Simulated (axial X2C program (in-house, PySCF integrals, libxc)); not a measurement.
## Low determinants of LiSr⁻ at the PBE0 level, with spin–orbit coupling

Calculated with an axial X2C code built on PySCF integrals. Two-component (2c) means X2C with spin–orbit coupling and atomic mean-field two-electron Coulomb and Gaunt terms. Basis: Sr dyall-acv3z [14s13p9d6f1g], Li dyall-av3z [9s9p3d] (cores contracted in-house); Gaussian nuclei, density fitting, unrestricted open shells. Masses: Sr 87.906 u, Li 7.016 u.

Search at 3.894 Å (vertical energies from the lowest determinant):

```
ΔE (eV)  state  electrons beyond evenly filled partner blocks  electrons in ±ω = 1/2, 3/2, 5/2, 7/2
   0.00  Ω = 0                                           none                             30 10 2 0
   0.45  Ω = 2                               ω = 1/2, ω = 3/2                             29 11 2 0
   0.46  Ω = 1                                    2 × ω = 1/2                             30 10 2 0
   0.55  Ω = 1                              ω = -1/2, ω = 3/2                             29 11 2 0
   1.37  Ω = 3                               ω = 1/2, ω = 5/2                             29 10 3 0
   1.48  Ω = 2                              ω = -1/2, ω = 5/2                             29 10 3 0
   4.05  Ω = 4                               ω = 1/2, ω = 7/2                             29 10 2 1
```

Lowest determinant, Ω = 0 (closed shell): Re = 3.884 Å, ωe = 143.0 cm⁻¹.

The determinant in row 2 of the search, Ω = 2 (⟨Sz⟩ = 1.00, ⟨Lz⟩ = 1.00 at PBE0), was followed along the bond at PBE0; measured from the minimum of the lowest determinant it gives:

Te = 0.407 eV (3281 cm⁻¹), Re = 3.494 Å, ωe = 183.5 cm⁻¹.

Q: Compare the bond of the determinant in row 2 with that of the lowest one.

A: At PBE0 its Re is 0.390 Å shorter and its force constant, which goes as ωe², is 1.65 times that of the lowest determinant. T0 ≈ Te + Δωe/2 = 3281 + (20) = 3301 cm⁻¹.

The search compares states at one distance, so a state with another bond length can lie lower; it is not exhaustive and yields mostly the lowest determinant of each block pattern, so other components and higher states of one pattern are missing. These are energies of single determinants, not of spin-adapted states; PBE0 term energies can be off by some tenths of an eV, and the functional has no current term. Open-shell Ω = 0 determinants with evenly filled partner blocks cannot be reached by this program, so the Ω shown need not be the lowest component. The lowest determinant need not be the ground state where others lie within half an eV. For an anion, determinants above electron detachment are held by the basis set. The highest occupied level of some functionals is positive through self-interaction error; at Hartree–Fock it is bound. Row 1 has a positive highest level at its minimum. Row 2 has a positive highest level at its minimum.
